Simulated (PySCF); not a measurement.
## Unknown compound

The spectra below were simulated for a compound C₈H₁₅P.

$^{1}$H NMR (400 MHz, computed): δ 9.44 (m, 1H), 1.40 (m, 1H), 1.23 (s, 9H), 0.90 (m, 2H), 0.52 (m, 2H).

$^{13}$C{$^{1}$H} NMR (computed): δ 217.4 (CH), 41.1 (C), 32.6 (CH3), 22.9 (CH), 7.6 (CH2).

One computed conformer, gas phase, averaged over atoms made equivalent by symmetry, fast rotation or ring inversion, non-relativistic. Geometry from GFN2-xTB; GIAO PBE0/pcSseg-1 shieldings; PySCF 2.14.

References, each an isolated molecule treated in the same way: $^{1}$H (σ = 31.72 ppm), $^{13}$C (σ = 186.93 ppm) vs TMS.

Propose a structure and justify it.

Answers


- 5 carbon signals for 8 carbons: some carbons are equivalent by symmetry or fast rotation.
- Carbon types of the structure: 1 × C, 2 × CH, 2 × CH2, 3 × CH3, which accounts for all hydrogens.
- δC 217.4: carbon double-bonded to a heavier main-group atom.
- δC 41.1: quaternary sp3 carbon; a saturated carbon with 4 carbon neighbours and no heteroatom attached.
- δC 32.6: methyl carbon; a saturated carbon with 1 carbon neighbour and no heteroatom attached.
- δC 22.9, 7.6: three-membered-ring carbon; carbons of three-membered rings are unusually shielded.
- δH 9.44: hydrogen on a carbon double-bonded to a heavier main-group atom.
- δH 1.40, 0.90, 0.52: hydrogen on a three-membered-ring carbon; cyclopropane-type protons are shielded by the ring.
- δH 1.23: hydrogen on a methyl carbon.

Structure: `CC(C)(C)/C=P/C1CC1`.

This is the structure that produced the data.

Splittings by $^{31}$P in the carbon and heteronuclear signals aren't shown, as no couplings were computed. Shifts are as computed. Against solution values, carbons near 30 ppm lie about +3 ppm off and those near 130 ppm about +5 ppm. Of 1211 compounds with measured shifts, 218 miss one by over three times the rms of a fit or turn the order of signals round; such compounds aren't used in these exercises. No couplings were computed; multiplicities are counted from neighbouring protons, with m where these are inequivalent, close in shift, in a saturated or five-membered ring or joined by F or P, and br s for small geminal =CH2 splittings.
